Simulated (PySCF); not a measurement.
Isomers of C6H12P2, from PBE0-D3(BJ)/def2-SVP geometry optimisation, gas phase in PySCF. One conformer each, no zero-point energy, no frequencies.

Problem. Which is lower in electronic energy at this level?
A. `[CH3:1][P:2]([CH3:3])[P:4]1[CH:5]=[CH:6][CH2:7][CH2:8]1` with C1–P2–P4–C5 -72°, P2–P4–C5–C6 -88°, C5–C6–C7–C8 -18°, C6–C7–C8–P4 25°, P2–P4–C8–C7 76°: A = 2462, B = 1050, C = 917.8 MHz, dipole 0.51 D
B. `[CH2:1]=[P@:2]1([PH2:3])[CH2:4][CH:5]=[C:6]([CH3:7])[CH2:8]1` with C1–P2–P3–H -65° and 29°, C1–P2–C4–C5 -101°, P2–C4–C5–C6 -15°, C5–C6–C8–P2 14°, C1–P2–C8–C6 113°: A = 2486, B = 891.2, C = 855.3 MHz, dipole 1.95 D

Solution. A. That is `CP(C)P1C=CCC1`, 40.6 kcal/mol below the other.

| SMILES | mapped SMILES | E (Eh) | relative (kcal/mol) | relative (kJ/mol) | dipole (D) |
| --- | --- | --- | --- | --- | --- |
| CP(C)P1C=CCC1 | [CH3:1][P:2]([CH3:3])[P:4]1[CH:5]=[CH:6][CH2:7][CH2:8]1 | -917.65695 | 0.0 | 0.0 | 0.51 |
| C=[P@]1(P)CC=C(C)C1 | [CH2:1]=[P@:2]1([PH2:3])[CH2:4][CH:5]=[C:6]([CH3:7])[CH2:8]1 | -917.59225 | 40.6 | 169.9 | 1.95 |
